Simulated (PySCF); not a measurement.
**Predicted spectroscopic data**

In vacuum, fast rotation and ring inversion assumed for equivalent nuclei, one conformer, non-relativistic Hamiltonian. PBE0/pcSseg-1 with gauge-including orbitals; structure optimised with GFN2-xTB; PySCF 2.14.

Scale: $^{1}$H (σref 31.72), $^{13}$C (σref 186.93) against TMS (reference shieldings calculated alike). Where no couplings were computed, multiplicities follow the n + 1 count of equivalent neighbours, and m marks all less simple cases (inequivalent or close neighbours, rings, F or P nearby). Shifts are as computed. Against solution values, carbons near 30 ppm lie about +3 ppm off and those near 130 ppm about +5 ppm. Of 1211 compounds with measured shifts, 218 miss one by over three times the rms of a fit or turn the order of signals round; such compounds aren't used in these exercises.

**1.** `C=C[C@H]1CN([SiH3])N=C1C`, C6H12N2Si. $^{1}$H NMR (400 MHz, computed): δ 5.89 (m, 1H), 5.38 (m, 1H), 5.30 (m, 1H), 4.86 (s, 3H), 3.75 (m, 1H), 3.57 (m, 1H), 3.36 (m, 1H), 1.94 (s, 3H). $^{13}$C{$^{1}$H} NMR (computed): δ 148.5, 145.7, 121.4, 60.1, 57.0, 15.9.

**2.** SMILES O=C1CC=C([SiH2][SiH3])C1, C5H10OSi2. $^{1}$H NMR (400 MHz, computed): δ 6.73 (t, 1H), 4.35 (q, 2H), 3.48 (t, 3H), 2.98 (m, 2H), 2.91 (s, 2H). $^{13}$C{$^{1}$H} NMR (computed): δ 221.3 (C), 150.3 (CH), 142.6 (C), 49.9 (CH2), 48.0 (CH2).
